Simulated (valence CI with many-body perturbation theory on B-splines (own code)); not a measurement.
**V2+ in brief**

Calculated by configuration interaction combined with many-body perturbation theory (CI+MBPT): three valence electrons over a frozen Dirac-Fock core [Ar], a basis of 7 s, 7 p, 8 d, 6 f, 4 g, 1 h functions for each j, with the one-electron correlation potential Σ1 (screened to all orders), the two-electron term Σ2, the three-electron term Σ3, Breit, model QED; selected single and double excitations, second order for the rest, scaled by the run's own slope (own B-spline code, finite nucleus).

Against 33 measured levels this calculation errs by 703 cm⁻¹ on average and by 1435 at most. Only levels of the ground parity were solved; by the run's estimate the other parity begins above the list, which can be wrong where configurations are misplaced.

Rates and lifetimes use the calculated energies. Strong lines usually hold to 10 to 20 %, long lifetimes can be off by a factor of two.

Question: What is the ground level?

Answer: 3d3 4F_3/2, composition 100 % 3d3 4F, g = 0.399.

Question: How well does LS coupling describe the low levels?

Answer: Among the lowest 20 levels the leading LS term, summed over configurations, holds 97 % on average. For single configurations the figures are 96 % in LS and 59 % in jj coupling. Terms mix most in the J = 3/2 level at 16102 cm⁻¹, where the leading one holds 74 %.

Question: What is the ionisation energy?

Answer: 28.974 eV; NIST lists 29.3111 eV (measured).

Question: Name the longest-lived excited levels whose lifetime is computed, and their main decay.

Answer: 3d3 4F_5/2 at 142 cm⁻¹ lives 8030 s, mostly by M1 to 3d3 4F_3/2; 3d3 4F_7/2 at 335 cm⁻¹ lives 3200 s, mostly by M1 to 3d3 4F_5/2; 3d3 4F_9/2 at 573 cm⁻¹ lives 2740 s, mostly by M1 to 3d3 4F_7/2.

Question: How is the term 4F of the ground level split?

Answer: J = 3/2 at 0.0, J = 5/2 at 142, J = 7/2 at 335, J = 9/2 at 573 cm⁻¹.
